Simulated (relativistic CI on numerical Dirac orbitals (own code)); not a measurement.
Cr⁺: K-beta X-ray emission

Computed with this model: Dirac-Coulomb-Breit CI, orbitals from a KLI potential per configuration, model QED (radiative potential, 1s self-energy scaled to tabulated hydrogen-like ionisation energies), valence Slater integrals scaled by 0.8, multiplet model of X-ray emission after core ionisation; configurations [Ar] 3d5 → 1s 2s2 2p6 3s2 3p6 3d5 → [Ne] 3s2 3p5 3d5; 300 K; Lorentzian 1.6 eV and Gaussian 1 eV FWHM. Energies are those of the free ion, without screening or charge transfer. S is read from ⟨S²⟩ = S(S + 1).

Field parameters in Wybourne normalisation: Oh B⁴₀ = 21Dq, B⁴₄ = √(5/14) B⁴₀. The field is a parameter set, without covalency.

free ion: ground-state S = 2.50, centroid 5942.92 eV. Peaks (eV, height): 5931.2 (48), 5948.0 (100).

Oh, 10Dq = 19100 cm⁻¹: ground-state S = 0.50, centroid 5943.38 eV. Peaks (eV, height): 5935.8 (12), 5938.0 (14), 5946.2 (100).

Strongest unbroadened transitions for free ion:

| Energy (eV) | Relative strength |
| --- | --- |
| 5931.08 | 50.4 |
| 5931.32 | 5.5 |
| 5931.36 | 31.0 |
| 5931.39 | 1.1 |
| 5931.52 | 21.2 |
| 5932.18 | 0.7 |
| 5941.50 | 0.6 |
| 5941.55 | 0.8 |
| 5941.86 | 0.5 |
| 5945.11 | 0.8 |
| 5945.15 | 24.1 |
| 5945.32 | 0.6 |
| 5945.36 | 17.0 |
| 5945.51 | 10.5 |
| 5947.50 | 54.8 |
| 5947.83 | 76.8 |
| 5947.88 | 0.5 |
| 5948.22 | 100.0 |
